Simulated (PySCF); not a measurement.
## Correlation energy of Tl (thallium, neutral)

[Xe] 4f14 5d10 6s1 6p1 7s1, high-spin 4P determinant (an excited configuration). All numbers are calculated (PySCF 2.14, scalar relativity through the core potential, in aug-cc-pwCVDZ-PP with ECP60MDF). Frozen: 5s2 5p6 5d10; 3 electrons correlated.

```csv
level,correlation energy (mhartree)
CCSD,-8.40
(T),-0.04
CCSD(T),-8.44
CCSDT,-8.46
```

Diagnostics: T1 = 0.0065, D1 = 0.0140, largest double amplitude 0.034.

Problem. Is a single reference adequate?

Solution. Yes, within this model without spin-orbit coupling: T1 lies below 0.03 and no double amplitude reaches 0.07.
